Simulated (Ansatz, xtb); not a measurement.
## Two isomers of C5H3NOS

Structure a: `C#Cc1cc(O)sn1`, a singlet. Structure b: `C#CC1=NSC(=O)C1`, a singlet. Both are isolated molecules in the gas phase, relaxed with PBE-D3(BJ)/def2-SVP; the shapes shown needn't be the lowest conformers.

a (Å):

```xyz
11

C    -1.4362    4.0128    0.4031
C    -0.5155    3.2444    0.1549
C     0.5352    2.3263   -0.1608
C     0.3793    1.2353   -1.0846
C     1.5642    0.5254   -1.1833
N     1.7351    2.4676    0.4197
O     1.8892   -0.5571   -1.9126
S     2.7578    1.2606   -0.1355
H    -2.2394    4.6990    0.6324
H    -0.5466    1.0061   -1.6276
H     1.1092   -0.8299   -2.4329
```

b (Å):

```xyz
11

C    -1.4394    3.8732    0.0010
C    -0.8273    2.8265   -0.1792
C    -0.0558    1.6516   -0.4141
C     1.8909    0.3179   -1.0955
C     1.3453    1.7391   -0.9623
N    -0.5493    0.4667   -0.1580
O     2.9746   -0.0291   -1.4962
S     0.5458   -0.7915   -0.5136
H    -1.9976    4.7845    0.1677
H     2.0159    2.3285   -0.3009
H     1.3742    2.2369   -1.9552
```

Q: Estimate which is lower in electronic energy at CCSD(T)/def2-SVP + ΔMP2/def2-TZVPP, and by roughly how much.

A: CCSD(T)/def2-SVP + ΔMP2/def2-TZVPP gives E(b) − E(a) = +0.43 kcal/mol, slightly favouring structure a, which is too small a margin to settle the true order.

How the difference moves with the method:

```
                             level             geometry  E(b) − E(a) (kcal/mol)  departure from the last row (kcal/mol)  job, with rough time for the two
                          GFN2-xTB             GFN2-xTB                     −0.81                                   −1.24              optimisation, 0.68 s
                         HF/STO-3G             GFN2-xTB                     −7.48                                   −7.90                 single point, 2 s
                r2SCAN-D4/def2-SVP             GFN2-xTB                     −2.43                                   −2.86                single point, 12 s
               PBE-D3(BJ)/def2-SVP  PBE-D3(BJ)/def2-SVP                     −3.88                                   −4.31                optimisation, 78 s
                       HF/def2-SVP  PBE-D3(BJ)/def2-SVP                     −3.30                                   −3.73           part of the CCSD(T) run
                      MP2/def2-SVP  PBE-D3(BJ)/def2-SVP                     +0.01                                   −0.41           part of the CCSD(T) run
                  CCSD(T)/def2-SVP  PBE-D3(BJ)/def2-SVP                     −3.93                                   −4.36                      single point
CCSD(T)/def2-SVP + ΔMP2/def2-TZVPP  PBE-D3(BJ)/def2-SVP                     +0.43                                                     single point, 3.2 min
```

As drawn, b has 2 C–C, 1 C=N, 1 N–S, 1 C–S, 1 C=O, 1 C–H in place of 2 C∷C, 1 C–O, 1 C∷S, 1 N∷S, 1 C∷N, 1 O–H (∷ is an aromatic bond). Structure a has a 5-membered ring (with an aromatic ring), b a 5-membered ring.

The largest departure from CCSD(T)/def2-SVP + ΔMP2/def2-TZVPP is that of HF/STO-3G, 7.90 kcal/mol. The last row adds to CCSD(T) the change of the MP2 difference between the two basis sets, here +4.36 kcal/mol, a large step that makes the value less sure.

With thermal terms from frequencies at re-optimised GFN2-xTB minima (ideal gas, soft modes damped towards free rotors, one conformer each, 298.15 K, 1 atm): the zero-point term adds −0.22 kcal/mol; ΔH is +0.21 and ΔG +0.04 kcal/mol.

The correlated steps freeze 12 core orbitals. Codes used: Ansatz 0.2.0, xtb 6.7.1; the last row on 2 threads of Intel(R) Xeon(R) Processor @ 2.50GHz (Skylake/Cascade Lake) on a shared host.
